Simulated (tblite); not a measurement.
Compound: C₅H₃ClO₃S₂.
Numbering: `[O:1]=[CH:2][c:3]1[cH:4][cH:5][c:6]([S:7](=[O:8])(=[O:9])[Cl:10])[s:11]1` (hydrogens: H12 on C2; H13 on C4; H14 on C5)

Computed with GFN2-xTB (tblite), gas phase: L-BFGS steps from a force-field or distance-geometry start until the largest atomic force falls under 0.01 eV/Å.

At the end of the run (lengths in Å): O1=C2 1.202, S7=O9 1.423, C2–C3 1.458, C6–S7 1.756, C4–C5 1.401, C3–S11 1.737, S7–Cl10 2.034, C6–S7–Cl10 100.3°, C5–C6–S7 127.6°, C6–S7–O8 110.2°, C5–C6–S11 114.3°, O1–C2–C3–C4 0°, C5–C6–S7–O8 22°, H14–C5–C6–S7 -2°.

Task: These geometries were met on the way; a selection of coordinates is given. Order them by energy above the end point, lowest first.
A. O1=C2 1.202, S7=O9 1.424, C2–C3 1.455, C6–S7 1.770, C4–C5 1.403, C3–S11 1.734, S7–Cl10 2.025, C6–S7–Cl10 102.3°, C5–C6–S7 128.5°, C6–S7–O8 110.4°, C5–C6–S11 113.6°, O1–C2–C3–C4 0°, C5–C6–S7–O8 -12°, H14–C5–C6–S7 5°
B. O1=C2 1.206, S7=O9 1.422, C2–C3 1.465, C6–S7 1.784, C4–C5 1.407, C3–S11 1.733, S7–Cl10 2.051, C6–S7–Cl10 107.6°, C5–C6–S7 131.3°, C6–S7–O8 106.4°, C5–C6–S11 112.9°, O1–C2–C3–C4 0°, C5–C6–S7–O8 -10°, H14–C5–C6–S7 1°
C. O1=C2 1.201, S7=O9 1.427, C2–C3 1.462, C6–S7 1.766, C4–C5 1.403, C3–S11 1.740, S7–Cl10 2.040, C6–S7–Cl10 106.5°, C5–C6–S7 129.5°, C6–S7–O8 109.7°, C5–C6–S11 114.4°, O1–C2–C3–C4 2°, C5–C6–S7–O8 -10°, H14–C5–C6–S7 2°
D. O1=C2 1.238, S7=O9 1.453, C2–C3 1.429, C6–S7 1.770, C4–C5 1.423, C3–S11 1.715, S7–Cl10 2.039, C6–S7–Cl10 108.7°, C5–C6–S7 132.5°, C6–S7–O8 105.4°, C5–C6–S11 111.1°, O1–C2–C3–C4 -1°, C5–C6–S7–O8 -8°, H14–C5–C6–S7 1°
E. O1=C2 1.203, S7=O9 1.424, C2–C3 1.456, C6–S7 1.764, C4–C5 1.402, C3–S11 1.736, S7–Cl10 2.035, C6–S7–Cl10 100.7°, C5–C6–S7 126.9°, C6–S7–O8 109.2°, C5–C6–S11 114.1°, O1–C2–C3–C4 -2°, C5–C6–S7–O8 -4°, H14–C5–C6–S7 0°

Result: E (0.022 eV), A (0.039 eV), C (0.066 eV), B (0.113 eV), D (0.252 eV).

```json
{"step": "27", "E above end (eV)": "0.022", "rms distance from the end, all atoms (Å)": "0.273", "largest force (eV/Å)": "0.086", "rms shift of all bonds from the end (Å)": "0.003"}
{"step": "9", "E above end (eV)": "0.039", "rms distance from the end, all atoms (Å)": "0.314", "largest force (eV/Å)": "0.184", "rms shift of all bonds from the end (Å)": "0.005"}
{"step": "5", "E above end (eV)": "0.066", "rms distance from the end, all atoms (Å)": "0.321", "largest force (eV/Å)": "0.371", "rms shift of all bonds from the end (Å)": "0.004"}
{"step": "2", "E above end (eV)": "0.113", "rms distance from the end, all atoms (Å)": "0.326", "largest force (eV/Å)": "0.699", "rms shift of all bonds from the end (Å)": "0.010"}
{"step": "0", "E above end (eV)": "0.252", "rms distance from the end, all atoms (Å)": "0.329", "largest force (eV/Å)": "2.883", "rms shift of all bonds from the end (Å)": "0.019"}
```

Rows stand in the order of the answer.
